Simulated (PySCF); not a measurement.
In(Cl)3 anion (Cl₃In), SMILES [Cl][In]([Cl])[Cl] (connectivity only; charge and spin as stated), charge -1, multiplicity 2.

Geometry: B3LYP-D3(BJ)/def2-SVPD. The multiplicity is an assumed one; other spin states were not compared. The isomer is the one that the SMILES or the coordinates give; other isomers of the formula were not compared. The def2 effective core potentials stand for the cores of In; spin–orbit coupling is left out.

Method: PBE/def2-TZVPD run with PySCF.

Gas-phase values at a fixed geometry.

The total energy is -1570.46238 hartree and the point group comes out as C3v. The α spin, highest occupied and lowest empty level is -1.08 and 2.48 eV and the β spin, highest occupied and lowest empty level is -2.89 and -0.37 eV. The dipole moment about the centre of nuclear charge is 2.52 D and the mean static polarisability comes out as 118.4 bohr³ (17.55 Å³). The polarisability, principal values is 96.7, 129.3, 129.3 bohr³ and the ⟨S²⟩ is 0.752 (pure state 0.75).
